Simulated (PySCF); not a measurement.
Stepwise substitution at one centre (Ga F-Br). All species are isolated molecules in the gas phase. Strings in code marks are SMILES.

Method: B3LYP-D3(BJ)/def2-TZVP // PBE0-D4/def2-TZVP run with PySCF. B3LYP has the VWN-RPA correlation part, as in Gaussian. Excitations are Tamm–Dancoff values on a coarser integration grid. The basis has no diffuse functions, so Rydberg states are missing or too high.

| species | T1 excitation (TDA) (eV) | S1–T1 gap (TDA) (eV) |
|---|---|---|
| 0 of 3 F replaced by Br (`[F][Ga]([F])[F]`) | 6.86 | [?] |
| 1 of 3 F replaced by Br | 5.06 | [?] |
| 2 of 3 F replaced by Br | 4.80 | 0.38 |
| 3 of 3 F replaced by Br (`[Br][Ga]([Br])[Br]`) | 4.57 | 0.33 |

Q: Some entries are withheld; supply them.

A: 
- 0 of 3 F replaced by Br (`[F][Ga]([F])[F]`), S1–T1 gap (TDA) (eV): 0.36
- 1 of 3 F replaced by Br, S1–T1 gap (TDA) (eV): 0.41
